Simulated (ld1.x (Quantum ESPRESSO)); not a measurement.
**Transferability test, TM semilocal potential for iron**

| Property | Result |
| --- | --- |
| Element | Fe (Z = 26) |
| Generator | ld1.x (Quantum ESPRESSO) 7.5 |
| Type | norm-conserving Troullier–Martins (semilocal form) |
| Functional | PBE |
| Relativity | non-relativistic |
| Frozen core | [Ne] |
| Valence charge | 16 |
| Reference configuration | 3s2 3p6 3d6 4s2 4p0 |
| Partial waves | 3p (bound): rc 1.10 bohr; 3d (bound): rc 0.90 bohr; 3s (bound): rc 1.35 bohr |
| Local potential | the s channel |
| Core correction | Bessel-smoothed model core, default radius (core density twice the valence density) |

Occupied shells without a wave of their own: 4s. They enter only through the test configuration that unscreens the potential, and ld1.x also counts them in the model core charge.

Energies are relative to the spin-unpolarised reference configuration 3s2 3p6 3d6 4s2 4p0; without spin polarisation the order of configurations can differ from experiment.

ld1.x takes every shell without a wave as core, so the model core holds the 4s electrons as well and exchange and correlation see them twice. This cancels in the reference configuration, but the file is broken for other ones, and its errors say nothing about a proper core correction.

```tsv
valence configuration	charge	ΔE all-electron (eV)	error AE − PS (meV)
3s2 3p6 3d6 4s1 4p0	+1	8.600	-1297
3s2 3p6 3d6 4s0 4p0	+2	24.593	-3559
3s2 3p6 3d5 4s0 4p0	+3	59.031	-5331
3s2 3p6 3d6.5 4s1.5 4p0	0	-0.891	-373
3s2 3p6 3d4 4s0 4p0	+4	112.419	-7257
3s2 3p6 3d5 4s2 4p0	+1	14.528	-12
3s1 3p6 3d6 4s2 4p0	+1	99.819	-41
```

These tests converged, but a pseudo level misses the all-electron one widely, so the file describes the atom poorly there or has found another state: 3s2 3p6 3d6 4s0 4p0: empty 4s by 2.8 eV; 3s2 3p6 3d5 4s0 4p0: empty 4s by 3.8 eV; 3s2 3p6 3d4 4s0 4p0: empty 4s by 5.1 eV.

The potential misses its own reference levels by up to 0.9 eV.
